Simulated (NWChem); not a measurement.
Molecule: TlCl; SMILES [Cl][Tl]

Computed with NWChem. Geometry: optimised at PBE0/def2-SVP. def2 effective core potentials on Tl; no spin-orbit coupling. Level BLYP/def2-SVP: energy and gradient; each run changes one setting, and changes count from the defaults (medium grid, exact Coulomb integrals, symmetry on).

Question: Which setting moves the energy most, and by about how much (tight SCF thresholds and tolerances; symmetry off; defaults; Coulomb fitting, Weigend set; coarse grid)?

Answer: Coulomb fitting, Weigend set, by about 200 μHa.
| setting | size of the energy change (μHa) | largest change of a gradient component (μHa/bohr) |
|---|---|---|
| defaults | < 10 | < 30 |
| symmetry off | < 10 | other frame |
| tight SCF thresholds and tolerances | < 10 | < 30 |
| coarse grid | < 10 | < 30 |
| Coulomb fitting, Weigend set | 200 | 70 |
